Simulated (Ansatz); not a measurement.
Consider the atomization: `CC(Cl)[SiH2]N` → 2 C• + Cl• + 8 H• + N• + Si•.

Computed with Ansatz on PBE0-D4/def2-TZVP structures; ΔE is electronic, products minus reactants. CCSD(T)/CBS adds triple-zeta CCSD(T) − MP2 to the extrapolated MP2 energy (def2 sets, frozen cores). This one scheme is used for every species, atoms too. Functionals use def2-TZVPP. B3LYP here is the variant with VWN-RPA as its local correlation; programs differ in this. Open shells (•) are unrestricted, without spin–orbit coupling. Spin–orbit coupling would lower the free atoms: a little for C, Cl, Si. Each species was taken in one conformer, which may not be the lowest.

`CC(Cl)[SiH2]N`:

Z-matrix (Å, degrees):
```
C
C 1 1.512
H 1 1.092 2 111.6
H 1 1.092 2 111.0 3 -120.7
H 1 1.095 2 109.5 3 119.9
Cl 2 1.808 1 110.0 3 57.3
Si 2 1.895 1 114.7 3 176.2
H 2 1.093 1 110.7 3 -58.2
N 7 1.710 2 114.1 1 -61.1
H 7 1.484 2 106.8 1 176.7
H 7 1.490 2 107.7 1 57.4
H 9 1.006 7 120.9 2 87.5
H 9 1.007 7 120.7 2 -61.6
```

CCSD(T)/CBS gives +1096.6 kcal/mol.

Question: Another level gave +1096.0 kcal/mol. Which?
A. B3LYP-D4/def2-TZVPP
B. B3LYP/def2-TZVPP
C. ωB97X-V/def2-TZVPP
D. PBE0/def2-TZVPP

Answer: A. B3LYP-D4 1096.0, B3LYP 1084.5, ωB97X-V 1100.5, PBE0 1090.2 kcal/mol.

Largest T1 diagnostic among the species: 0.012.

The D4 term adds +11.6 kcal/mol with B3LYP and +6.1 kcal/mol with PBE0; it sums over pairs of atoms, weighted by their polarisabilities, and B3LYP, whose exchange is more repulsive, gets the larger term. From PBE to PBE0 (25 % exact exchange), in def2-TZVPP and without D4, ΔE moves by −12.6 kcal/mol: exact exchange takes away binding that semilocal exchange gives to molecules. In def2-TZVPP, CCSD(T) changes the Hartree–Fock value by +266.2 kcal/mol (the triples alone add +14.5 kcal/mol) and MP2 by +276.6 kcal/mol; breaking electron pairs costs correlation energy, which Hartree–Fock lacks.

For atomizations the MP2-based limit and the directly extrapolated one differ by several kJ/mol either way, and by 10 to 25 for some Ge, Se and Sn compounds, so smaller differences from it don't rank the levels.
